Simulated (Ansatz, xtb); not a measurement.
# Two isomers of C4H6Cl2Ge

Structure X: `Cl/C=C/C(Cl)=[CH]\[GeH3]`, a singlet. Structure Y: `ClC1=[CH][GeH2][CH2][C@@H]1Cl`, a singlet. Both are isolated molecules in the gas phase, relaxed with r2SCAN-D4/def2-SVP; the shapes shown needn't be the lowest conformers.

X (Å):

```xyz
13

C    -3.9911   -0.5478    1.1120
C    -2.7202   -0.1664    0.8851
C    -1.8400    0.4466    1.8635
C    -0.5643    0.8288    1.6340
Cl   -4.9687   -1.2695   -0.1074
Cl   -2.5280    0.6950    3.4667
Ge    0.3660    0.6379   -0.0612
H    -4.4894   -0.4281    2.0768
H    -2.2948   -0.3219   -0.1124
H    -0.0151    1.2799    2.4669
H     0.4379   -0.8391   -0.4804
H     1.7831    1.1914    0.1221
H    -0.3553    1.4207   -1.1701
```

Y (Å):

```tsv
atom	x (Å)	y (Å)	z (Å)
C	-2.2947	0.6435	1.9999
C	-1.0033	0.4213	2.2987
C	-1.8254	-0.3925	-0.2181
C	-2.7967	0.4721	0.5846
Cl	-3.4728	1.2174	3.1447
Cl	-2.9237	2.1416	-0.1630
Ge	-0.0881	-0.1392	0.6801
H	-0.6127	0.5919	3.3044
H	0.7086	-1.4432	0.8339
H	0.8140	0.9538	0.0895
H	-2.1056	-1.4521	-0.0908
H	-1.8632	-0.1550	-1.2891
H	-3.8297	0.0937	0.5749
```

Question: Estimate E(Y) − E(X) at the level CCSD(T)/def2-SVP + ΔMP2/def2-TZVPP.

Answer: Calculated at CCSD(T)/def2-SVP + ΔMP2/def2-TZVPP: E(Y) − E(X) = −21.5 kcal/mol, so structure Y lies lower.

The same difference at several levels:

```json
{"level": "GFN2-xTB", "geometry": "GFN2-xTB", "E(Y) − E(X) (kcal/mol)": "−15.5", "departure from the last row (kcal/mol)": "+6.0", "job, with rough time for the two": "optimisation, 0.2 s"}
{"level": "HF/STO-3G", "geometry": "GFN2-xTB", "E(Y) − E(X) (kcal/mol)": "−43.2", "departure from the last row (kcal/mol)": "−21.7", "job, with rough time for the two": "single point, 0.52 s"}
{"level": "r2SCAN-D4/def2-SVP//GFN2-xTB", "geometry": "GFN2-xTB", "E(Y) − E(X) (kcal/mol)": "−18.5", "departure from the last row (kcal/mol)": "+3.0", "job, with rough time for the two": "single point, 4.2 s"}
{"level": "r2SCAN-D4/def2-SVP", "geometry": "r2SCAN-D4/def2-SVP", "E(Y) − E(X) (kcal/mol)": "−20.2", "departure from the last row (kcal/mol)": "+1.4", "job, with rough time for the two": "optimisation, 40 s"}
{"level": "HF/def2-SVP", "geometry": "r2SCAN-D4/def2-SVP", "E(Y) − E(X) (kcal/mol)": "−18.6", "departure from the last row (kcal/mol)": "+2.9", "job, with rough time for the two": "part of the CCSD(T) run"}
{"level": "MP2/def2-SVP", "geometry": "r2SCAN-D4/def2-SVP", "E(Y) − E(X) (kcal/mol)": "−22.4", "departure from the last row (kcal/mol)": "−0.9", "job, with rough time for the two": "part of the CCSD(T) run"}
{"level": "CCSD(T)/def2-SVP", "geometry": "r2SCAN-D4/def2-SVP", "E(Y) − E(X) (kcal/mol)": "−19.6", "departure from the last row (kcal/mol)": "+1.9", "job, with rough time for the two": "single point"}
{"level": "CCSD(T)/def2-SVP + ΔMP2/def2-TZVPP", "geometry": "r2SCAN-D4/def2-SVP", "E(Y) − E(X) (kcal/mol)": "−21.5", "departure from the last row (kcal/mol)": "", "job, with rough time for the two": "single point, 90 s"}
```

As drawn, Y has 1 C–Ge, 1 C–C, 1 C–H in place of 1 C=C, 1 Ge–H. Structure X has no ring, Y a 5-membered ring.

None of the levels shown reverses the order. The largest departure from CCSD(T)/def2-SVP + ΔMP2/def2-TZVPP is that of HF/STO-3G, 21.7 kcal/mol. The last row adds to CCSD(T) the change of the MP2 difference between the two basis sets, here −1.9 kcal/mol.

With thermal terms from frequencies at re-optimised GFN2-xTB minima (ideal gas, soft modes damped towards free rotors, one conformer each, 298.15 K, 1 atm): on the last row, ΔE + ΔZPE = −18.4, ΔH = −19.2, ΔG = −16.7 kcal/mol.

The correlated steps freeze 23 core orbitals; the filled d shell of Ge is correlated, in a basis made for valence electrons. Mirror images aren't counted in ΔG. Run with Ansatz 0.2.0, xtb 6.7.1; the last row on 4 threads of Arm Neoverse V2 on a shared host.
